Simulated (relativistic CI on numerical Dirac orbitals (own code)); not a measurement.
## One change at a time: Sr¹³⁺

Base calculation: Dirac-Coulomb-Breit CI, KLI orbitals optimised for each configuration, model QED (radiative potential, 1s self-energy scaled to tabulated hydrogen-like ionisation energies), unscaled Slater integrals.

CI space (outside the closed core [Ne]): 3s2 3p6 3d7, 3s2 3p5 3d8, 3s2 3p4 3d9, 3s 3p6 3d8, 3s2 3p6 3d6 4s, 3p6 3d9, 3s2 3p6 3d6 4p, 3s2 3p6 3d6 4d, 3s 3p5 3d9, 3s2 3p6 3d5 4s2, 3s2 3p6 3d6 4f, 3s2 3p6 3d5 4s 4p, 3s2 3p6 3d6 5s, 3s2 3p5 3d7 4s, 3s2 3p6 3d5 4p2, 3s2 3p6 3d6 5p, 3s2 3p6 3d5 4s 4d, 3s2 3p4 3d8 4s, 3s2 3p5 3d7 4p, 3s2 3p6 3d6 5d, 3s2 3p6 3d5 4p 4d, 3s2 3p4 3d8 4p, 3s2 3p6 3d6 5f, 3s2 3p6 3d6 5g, 3s2 3p6 3d6 6s, 3s2 3p5 3d6 4s2, 3s2 3p6 3d6 6p, 3s2 3p6 3d5 4d2, 3s2 3p6 3d6 6d, 3s 3p5 3d8 4s, 3s 3p6 3d7 4s, 3s 3p6 3d7 4p, 3s 3p6 3d6 4s2, 3p6 3d8 4s. Levels of other configurations are missing.

Variants: (1) P86 correlation estimate; (2) only the first 3 configurations; (3) one mean potential for all configurations. Shifts of the energy above 3s2 3p6 3d7 4F_9/2, in cm⁻¹, for the lowest level and the first level of each name with at least 55 % of one term (blank where a level changes its place among those of its configuration and J or its character, or is not in the variant):

| Level | Base | Δ(1) | Δ(2) | Δ(3) |
| --- | --- | --- | --- | --- |
| 3s2 3p6 3d7 4F_9/2 | 0.0 | 0.0 | 0.0 | 0.0 |
| 3s2 3p6 3d7 4F_7/2 | 11357.4 | +0.1 | +6.0 | +12.8 |
| 3s2 3p6 3d7 4F_5/2 | 17728.5 | +0.3 | +57.8 | +14.9 |
| 3s2 3p6 3d7 4F_3/2 | 21592.0 | +0.5 | +117.3 | +14.8 |
| 3s2 3p6 3d7 4P_5/2 | 47447.0 | +6.5 | +694.7 | -22.9 |
| 3s2 3p6 3d7 2G_9/2 | 50315.9 | -1.6 | +93.9 | -33.8 |
| 3s2 3p6 3d7 4P_1/2 | 53239.8 | +6.5 | +1321.9 | -20.6 |
| 3s2 3p6 3d7 2G_7/2 | 60683.0 | -1.2 | +207.0 | -24.7 |
| 3s2 3p6 3d7 2D_5/2 | 69060.4 | +5.5 | +1198.1 | -38.0 |
| 3s2 3p6 3d7 2H_11/2 | 69757.4 | -3.8 | -467.2 | -36.7 |
| 3s2 3p6 3d7 2P_1/2 | 72105.6 | +6.7 | +3291.6 | -18.4 |
| 3s2 3p6 3d7 2H_9/2 | 80987.8 | -3.5 | -382.1 | -23.0 |
| 3s2 3p6 3d7 2D_3/2 | 87914.7 | +5.6 | +1936.5 | -16.9 |
| 3s2 3p6 3d7 2F_5/2 | 107945.7 | +5.0 | +1353.0 | -70.0 |

At this charge energies of transitions that change n are usually good to better than 1 %, and those within a shell (Δn = 0) to a few per cent. Terms inside the open d or f shell come out 10 to 20 % too wide with unscaled integrals.

Ionisation energy from the two ground configurations alone: base 454.324 eV; P86 correlation estimate 456.119 eV. The NIST ASD value (theoretical) is 454 eV.

LS names give the leading component of a level, which can be under half, so a name can repeat, a term be missing and a line seem to break the LS rules.
